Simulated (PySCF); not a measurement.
Si(Cl)2(F)(OSiH3) (Cl₂FH₃OSi₂), SMILES F[Si](Cl)(Cl)O[SiH3]. Atoms are numbered in the order given.

```xyz
9

F      1.4747    -0.5906     1.3777
Si     0.5040     0.0802     0.2697
Cl     0.9003    -0.8059    -1.5419
Cl     0.9209     2.0802     0.1929
O     -1.0546    -0.1647     0.6975
Si    -2.4499    -0.9136     0.0974
H     -2.2164    -2.3904    -0.0336
H     -2.7984    -0.3301    -1.2411
H     -3.5393    -0.6415     1.0873
```
Charge 0, spin multiplicity 1.

Coordinates come from a PBE-D3(BJ)/def2-SVP optimisation. This is a generated structure with no PubChem entry under its InChIKey; it may be hypothetical. The values are those of a single conformer.

These are B3LYP/pcSseg-1 in PySCF values and carry that method's errors.

GIAO shieldings, no solvent; atoms listed in one row are averaged. δ = σ(ref) − σ: ¹⁹F against CFCl3 (σ = 161.7 ppm); ²⁹Si against TMS (σ = 338.7 ppm); ³⁵Cl against HCl (σ = 933.3 ppm); ¹⁷O against H2O (σ = 333.8 ppm); ¹H against TMS (σ = 31.68 ppm), references at their B3LYP-D3(BJ)/def2-TZVP geometries, non-relativistic (without spin–orbit terms, shifts of atoms bonded to Cl or Br come out too high).

Question: Estimate the chemical shifts. (Estimate from the structure and the level; the computed values follow.)

Answer: 
```tsv
nucleus	atoms	count	δ (ppm)
¹⁹F	F1	1	-108.9
²⁹Si	Si6	1	-33.3
²⁹Si	Si2	1	-42.3
³⁵Cl	Cl4	1	102.4
³⁵Cl	Cl3	1	100.3
¹⁷O	O5	1	81.2
¹H	H7, H8, H9	3	5.37
```
